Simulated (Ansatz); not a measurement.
Reaction (formal exchange of groups at the As–N bond): `N[AsH][SiH3]` + CH₄ → `C[AsH][SiH3]` + NH₃

Program: Ansatz. Geometries: PBE0-D4/def2-TZVP. ΔE: electronic, gas phase. CBS: MP2 limit from def2 TZ/QZ plus the TZ coupled-cluster correction, frozen cores. This one scheme is used for every species. Functionals use def2-TZVPP. For As outer-core shells are correlated without core-valence functions, which leaves a few kJ/mol of doubt a bond. Scalar relativity is left out up to krypton. One conformer a species, not always the lowest.

`N[AsH][SiH3]`:

```xyz
9

N     0.365   -1.509    0.810
As   -1.079   -0.727   -0.072
Si    0.180    1.059   -0.979
H     0.091   -2.388    1.227
H     0.779   -0.926    1.524
H    -1.659    0.175    1.029
H    -0.755    2.123   -1.435
H     0.967    0.566   -2.137
H     1.111    1.627    0.034
```

CH₄:

Z-matrix (Å, degrees):
```
C
H 1 1.090
H 1 1.090 2 109.5
H 1 1.090 2 109.5 3 -120.0
H 1 1.090 2 109.5 3 120.0
```

`C[AsH][SiH3]`:

Cartesian coordinates in Å:
```
C -0.342 0.751 -1.405
As 0.627 -0.865 -0.797
Si -0.040 -0.721 1.463
H 0.006 1.003 -2.407
H -0.194 1.602 -0.743
H -1.405 0.512 -1.457
H 1.950 -0.164 -0.506
H -1.476 -1.099 1.553
H 0.118 0.653 2.014
H 0.757 -1.671 2.285
```

NH₃:

Z-matrix (Å, degrees):
```
N
H 1 1.013
H 1 1.013 2 107.1
H 1 1.013 2 107.1 3 -114.5
```

```json
{"level": "B97M-V", "ΔE (eV)": "-0.02"}
{"level": "ωB97X-V", "ΔE (eV)": "-0.05"}
{"level": "ωB97M-V", "ΔE (eV)": "-0.06"}
{"level": "PBE0", "ΔE (eV)": "-0.08"}
{"level": "HF/def2-SVP", "ΔE (eV)": "-0.02"}
{"level": "HF/def2-TZVPP", "ΔE (eV)": "-0.01"}
{"level": "MP2/def2-TZVPP", "ΔE (eV)": "-0.12"}
{"level": "HF/CBS(def2)", "ΔE (eV)": "-0.01"}
```

Task: What does CCSD(T)/CBS give? (Estimate.)

Result: Ansatz gave: -0.11 eV. The listed levels differ from it by 0.09, 0.06, 0.05, 0.03, 0.09, 0.10, -0.01, 0.10 eV.

Task: What do rigid-rotor, harmonic-oscillator terms from PBE0-D4/def2-TZVP frequencies (298.15 K, 1 bar) make of the CCSD(T)/CBS value? (An estimate is asked.)

Result: Ansatz gave: ΔZPE = +0.01 eV, ΔH = -0.09 eV, ΔS = 12 J/(mol·K), ΔG = -0.13 eV.

Largest T1 diagnostic among the species: 0.011.

At CCSD(T), def2-SVP lies +0.05 eV from the extrapolated value and def2-TZVPP +0.01 eV. In def2-TZVPP, CCSD(T) changes the Hartree–Fock value by −0.09 eV (the triples alone add −0.00 eV) and MP2 by −0.11 eV.
